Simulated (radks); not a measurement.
Values are calculated unless marked as measured or tabulated.
Neutral caesium, 55 electrons, occupied as [Kr] 4d10 5s1.5 5p6 6s1 6p0.5 (fractional occupations, a model configuration).

Code: a radial shooting solver on a logarithmic mesh with Libxc functionals. Model: Dirac Kohn-Sham, PBEsol, spin-unpolarised, spherical densities, point nucleus; open shells are shared between the two j in proportion to 2j + 1.

Energy parts (hartree):
| part | energy |
|---|---|
| total | -7786.6469 |
| kinetic | 8291.9587 |
| electron-nucleus | -18931.5635 |
| Hartree | 3042.3032 |
| exchange-correlation | -189.3453 |

Orbitals (lengths in bohr, moments of r in powers of bohr; r(90%) holds 90 % of the orbital's charge):
orbital,occ.,eigenvalue (hartree),r(90%),<r^2>,small-component weight
1s1/2,2,-1314.103,0.0470,0.0009255,4.12e-02
2s1/2,2,-206.1815,0.173,0.01478,8.86e-03
2p1/2,2,-193.9969,0.154,0.01089,8.89e-03
2p3/2,4,-181.0605,0.162,0.01217,8.41e-03
3s1/2,2,-42.96662,0.439,0.1022,2.66e-03
3p1/2,2,-37.87663,0.434,0.09695,2.60e-03
3p3/2,4,-35.39793,0.451,0.1048,2.47e-03
3d3/2,4,-26.44819,0.426,0.08715,2.35e-03
3d5/2,6,-25.92175,0.431,0.08941,2.31e-03
4s1/2,2,-8.21257,1.00,0.5452,7.90e-04
4p1/2,2,-6.38597,1.05,0.5912,7.26e-04
4p3/2,4,-5.87855,1.09,0.6372,6.84e-04
4d3/2,4,-2.90781,1.26,0.8026,5.42e-04
4d5/2,6,-2.82356,1.27,0.8227,5.31e-04
5s1/2,1.5,-1.09185,2.49,3.335,1.58e-04
5p1/2,2,-0.63824,2.90,4.441,1.20e-04
5p3/2,4,-0.57434,3.04,4.858,1.10e-04
6s1/2,1,-0.10866,7.63,30.48,1.72e-05
6p1/2,0.166667,-0.04923,10.1,52.82,9.18e-06
6p3/2,0.333333,-0.04543,10.4,56.81,8.58e-06

The highest occupied level is 6p3/2 at -1.236 eV. Summed over all electrons, <r^2> = 106.3 bohr^2, which gives a Langevin (diamagnetic) susceptibility term of -84.2 x 10^-6 cm^3/mol.
